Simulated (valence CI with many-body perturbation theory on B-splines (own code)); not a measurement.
Se IV: electric-dipole lines

Calculated by configuration interaction combined with many-body perturbation theory (CI+MBPT): three valence electrons over a frozen Dirac-Fock core [Ar] 3d10, a basis of 11 s, 11 p, 9 d, 7 f, 5 g, 2 h, 1 i functions for each j, with the one-electron correlation potential Σ1 (screened to all orders), the two-electron term Σ2, the three-electron term Σ3, Breit, model QED; selected single and double excitations, second order for the rest, scaled by the run's own slope (own B-spline code, finite nucleus).

Set against measurement, 16 paired levels are off by 168 cm⁻¹ on average, the worst by 454. These come from a selection out of Moore, Atomic Energy Levels, vol. II, NSRDS-NBS 35 (1971 reprint of NBS Circular 467, 1952), an old analysis. Levels without a partner in it may be off by more.

Lines 101 to 150 of 300 in falling wavelength, among levels below 286773 cm⁻¹, chosen from the strongest by gf and those to the six lowest levels. Wavelengths and rates use the calculated energies, so an error of 200 cm⁻¹ moves a line at 131.8 nm by 0.26 % and its rate by three times that or more. Electric multipoles are in the length gauge, E1 and E2 with the static RPA response of the core. Weak lines are less certain than strong ones. Lines between different terms over intervals too small for the method are left out, as are lines whose strength nearly cancels. Where a level lies close to another of its J and parity, the split of strength between their lines is uncertain. The highest levels of a list are the least certain.

Names give the largest LS component (configuration and term), which can be under half, so a name can repeat, a term be missing and a line seem to break the LS rules; names also repeat where a configuration has a term twice. Letters in brackets count levels of one name in rising energy.

```tsv
λ vac (nm)	λ from measured levels	Upper	Lower	A (s⁻¹)	S (a.u.)
183.4		4s.4p.5p 4D_3/2	4s.4p.4d 4F°_5/2	4.10e+08	4.99e+00
181.3		4s.4p.5p 4D_5/2	4s.4p.4d 4F°_7/2	4.79e+08	8.46e+00
180.4		4s.4p.5p 4D_3/2	4s.4p.4d 4F°_3/2	9.65e+07	1.12e+00
178.8		4s.4p.5p 4D_7/2	4s.4p.4d 4F°_9/2	5.44e+08	1.23e+01
177.0		4s.4p.5p 4D_5/2	4s.4p.4d 4F°_5/2	9.08e+07	1.49e+00
172.7		4s.4p.5p 4D_7/2	4s.4p.4d 4F°_7/2	5.09e+07	1.04e+00
151.8		4p3 2D°_5/2	4s.4p2 2P_3/2	7.11e+07	7.36e-01
133.6		4s.4p2 4P_1/2	4s2.4p 2P°_3/2	1.30e+06	3.07e-03
132.3		4s.4p.5p 2P_3/2	4p3 2D°_5/2	2.86e+08	1.31e+00
131.8	131.4	4s2.4f 2F°_7/2	4s2.4d 2D_5/2	1.28e+09	1.16e+01
131.2		4s.4p.5p 2P_1/2	4p3 2D°_3/2	3.72e+08	8.30e-01
131.1	130.7	4s2.4f 2F°_5/2	4s2.4d 2D_3/2	1.21e+09	8.10e+00
130.6		4s.4p2 4P_3/2	4s2.4p 2P°_3/2	6.49e+05	2.86e-03
126.6		4s.4p2 4P_5/2	4s2.4p 2P°_3/2	2.26e+06	1.35e-02
126.3		4s.4p2 4P_1/2	4s2.4p 2P°_1/2	2.61e+06	5.19e-03
116.8		4s2.6d 2D_5/2	4s2.5p 2P°_3/2	1.17e+08	5.52e-01
116.5	116.7	4s2.5p 2P°_1/2	4s.4p2 2D_3/2	3.02e+08	4.71e-01
115.6	115.7	4s2.5p 2P°_3/2	4s.4p2 2D_5/2	2.67e+08	8.15e-01
114.9	115.1	4s2.5p 2P°_3/2	4s.4p2 2D_3/2	3.21e+07	9.62e-02
113.5		4p3 2P°_3/2	4s.4p2 2P_3/2	2.98e+08	8.59e-01
100.5		4p3 2D°_3/2	4s.4p2 2D_3/2	3.22e+08	6.46e-01
100.4	100.2	4s.4p2 2D_3/2	4s2.4p 2P°_3/2	1.75e+07	3.50e-02
100.3		4p3 2D°_5/2	4s.4p2 2D_5/2	4.33e+08	1.29e+00
99.89	99.67	4s.4p2 2D_5/2	4s2.4p 2P°_3/2	3.08e+08	9.08e-01
99.76		4p3 2D°_5/2	4s.4p2 2D_3/2	3.32e+07	9.75e-02
96.17	95.96	4s.4p2 2D_3/2	4s2.4p 2P°_1/2	3.62e+08	6.35e-01
95.50		4p3 4S°_3/2	4s.4p2 2D_3/2	3.08e+06	5.30e-03
92.91		4s2.5p 2P°_3/2	4s.4p2 4P_5/2	2.06e+06	3.26e-03
92.75		4s.4p.4d 2D°_5/2 [a]	4s.4p2 2P_3/2	4.66e+08	1.10e+00
90.86		4s.4p.4d 2D°_3/2 [a]	4s.4p2 2P_1/2	5.44e+08	8.05e-01
87.60		4s2.6p 2P°_3/2	4s.4p2 2P_3/2	4.11e+08	5.45e-01
87.32		4s2.5f 2F°_7/2	4s2.4d 2D_5/2	2.14e+09	5.63e+00
86.85		4s2.5f 2F°_5/2	4s2.4d 2D_3/2	1.85e+09	3.59e+00
84.54		4s.4p.4d 4F°_3/2	4s.4p2 2D_3/2	2.07e+07	2.47e-02
83.89		4s.4p.4d 4F°_5/2	4s.4p2 2D_3/2	7.81e+06	1.37e-02
83.66		4s.4p.5s 2P°_3/2	4s.4p2 2P_3/2	5.08e+08	5.88e-01
83.26		4p3 2D°_3/2	4s.4p2 4P_5/2	2.83e+07	3.22e-02
82.74		4p3 2D°_5/2	4s.4p2 4P_5/2	5.67e+06	9.51e-03
81.98		4p3 2P°_3/2	4s.4p2 2D_5/2	2.16e+09	2.35e+00
81.86		4p3 2P°_1/2	4s.4p2 2D_3/2	2.58e+09	1.40e+00
81.65		4p3 2P°_3/2	4s.4p2 2D_3/2	2.13e+08	2.29e-01
81.60		4p3 2D°_3/2	4s.4p2 4P_3/2	5.02e+06	5.39e-03
81.11		4p3 2D°_5/2	4s.4p2 4P_3/2	1.03e+06	1.62e-03
80.51	80.38	4s.4p2 2S_1/2	4s2.4p 2P°_3/2	7.45e+08	3.84e-01
80.46		4p3 2D°_3/2	4s.4p2 4P_1/2	1.14e+07	1.17e-02
80.08	80.01	4s2.4f 2F°_7/2	4s.4p2 2D_5/2	1.64e+09	3.33e+00
79.79		4p3 4S°_3/2	4s.4p2 4P_5/2	4.28e+09	4.29e+00
79.74	79.68	4s2.4f 2F°_5/2	4s.4p2 2D_3/2	1.46e+09	2.19e+00
78.30		4s2.7p 2P°_1/2	4s2.5s 2S_1/2	2.08e+09	9.88e-01
78.27		4p3 4S°_3/2	4s.4p2 4P_3/2	3.08e+09	2.91e+00
```
